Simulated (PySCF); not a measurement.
CH4NO, SMILES C(N)=[OH+], charge +1.

Geometry: B3LYP-D3(BJ)/def2-TZVP. The isomer is the one that the SMILES or the coordinates give; other isomers of the formula were not compared. Other conformers were not sampled.

All values below come from TDDFT-PBE/def2-SVPD (PySCF).

Vertical excitations. Gas-phase values at a fixed geometry. State labels are in the subgroup Cs.

Computed lowest excited states:
| state | symmetry | energy (eV) | λ (nm) | f | main pairs |
|---|---|---|---|---|---|
| S1 | A" | 8.04 | 154 | 0.004 | HOMO−1→LUMO 100 % |
| S2 | A' | 8.09 | 153 | 0.253 | HOMO→LUMO 96 % |
| S3 | A" | 8.87 | 140 | 0.001 | HOMO→LUMO+1 100 % |
| S4 | A" | 9.77 | 127 | 0.009 | HOMO→LUMO+2 97 % |
| S5 | A" | 9.99 | 124 | 0.000 | HOMO−3→LUMO 90 % |
| S6 | A" | 10.22 | 121 | 0.007 | HOMO→LUMO+3 88 % |
| S7 | A' | 10.54 | 118 | 0.064 | HOMO−1→LUMO+1 97 % |
| S8 | A' | 11.12 | 111 | 0.068 | HOMO−2→LUMO 88 % |
| S9 | A' | 11.39 | 109 | 0.122 | HOMO−1→LUMO+2 93 % |
| S10 | A" | 11.57 | 107 | 0.002 | HOMO→LUMO+4 100 % |
| T1 | A' | 5.55 | 223 | 0 | HOMO→LUMO 99 % |
| T2 | A" | 7.45 | 166 | 0 | HOMO−1→LUMO 99 % |
| T3 | A' | 8.36 | 148 | 0 | HOMO−2→LUMO 99 % |
| T4 | A" | 8.61 | 144 | 0 | HOMO→LUMO+1 100 % |
Triplets are in the Tamm–Dancoff approximation, which puts them higher than full response would, so one can lie above its singlet here.
